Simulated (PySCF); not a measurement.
¹⁷O chemical shifts

- σ from GIAO-PBE0/pcSseg-1
- structure optimised with GFN2-xTB
- run in PySCF 2.14
- one conformer, non-relativistic Hamiltonian, no solvent model, rapidly exchanging positions averaged

Shieldings were converted by a linear fit to measured shifts: ¹⁷O: δ = 266.70 − 0.911σ (rms 10.7 ppm, 155 shifts, 12.2 ppm with the 3 outliers that the fit left out vs liquid water, solution or neat liquid). A few per cent of atoms miss by over 2 rms, more outside the fitted compound classes.

Q: Give the ¹⁷O shifts of `O=CC1=C[SiH2]C1=O`, `Cc1ccc(C(=O)O)c(Cl)c1`, `C/C=C/C=C\OC(C)=O`, `Cc1cpc(C=O)s1`, `COC(=O)[Si](C)(OC)OC`, `COC[C@H](C)C=O`, `C=C=C(C#CC)C(=O)[SiH2]O`.

A: 
```csv
compound,environment,δ (ppm)
[O:1]=[CH:2][C:3]1=[CH:4][SiH2:5][C:6]1=[O:7],O7: carbonyl oxygen,645.8
[O:1]=[CH:2][C:3]1=[CH:4][SiH2:5][C:6]1=[O:7],O1: aldehyde oxygen,636.3
[CH3:1][c:2]1[cH:3][cH:4][c:5]([C:6](=[O:7])[OH:8])[c:9]([Cl:10])[cH:11]1,O7: carbonyl oxygen,357.3
[CH3:1][c:2]1[cH:3][cH:4][c:5]([C:6](=[O:7])[OH:8])[c:9]([Cl:10])[cH:11]1,O8: acid hydroxyl oxygen,147.8
[CH3:1]/[CH:2]=[CH:3]/[CH:4]=[CH:5]\[O:6][C:7]([CH3:8])=[O:9],O9: ester carbonyl oxygen,368.1
[CH3:1]/[CH:2]=[CH:3]/[CH:4]=[CH:5]\[O:6][C:7]([CH3:8])=[O:9],O6: ester alkoxy oxygen,190.1
Cc1cpc(C=O)s1,aldehyde oxygen,536.9
[CH3:1][O:2][C:3](=[O:4])[Si:5]([CH3:6])([O:7][CH3:8])[O:9][CH3:10],O4: ester carbonyl oxygen,410.5
[CH3:1][O:2][C:3](=[O:4])[Si:5]([CH3:6])([O:7][CH3:8])[O:9][CH3:10],O2: ester alkoxy oxygen,159.5
[CH3:1][O:2][C:3](=[O:4])[Si:5]([CH3:6])([O:7][CH3:8])[O:9][CH3:10],"O7/9: oxygen bonded to C, Si (×2)",-15.6
[CH3:1][O:2][CH2:3][C@H:4]([CH3:5])[CH:6]=[O:7],O7: aldehyde oxygen,582.6
[CH3:1][O:2][CH2:3][C@H:4]([CH3:5])[CH:6]=[O:7],O2: ether oxygen,-21.8
[CH2:1]=[C:2]=[C:3]([C:4]#[C:5][CH3:6])[C:7](=[O:8])[SiH2:9][OH:10],O8: carbonyl oxygen,676.7
[CH2:1]=[C:2]=[C:3]([C:4]#[C:5][CH3:6])[C:7](=[O:8])[SiH2:9][OH:10],"O10: oxygen bonded to Si, H",-41.8
```

Q: Order these by ¹⁷O shift, lowest first.
A. CC1=CC(=O)CCC1
B. COC1C=CCC=C1
C. CS(=O)(=O)c1ccc(F)s1

A: B (-0.8 ppm, ether oxygen), C (162.0 ppm, S=O oxygen), A (563.1 ppm, ketone oxygen).

In solution the two oxygens of a carboxylic acid give one averaged line by proton exchange, and hydrogen bonding shields acid and N–H amide carbonyl oxygens by tens of ppm; neither is in these numbers.
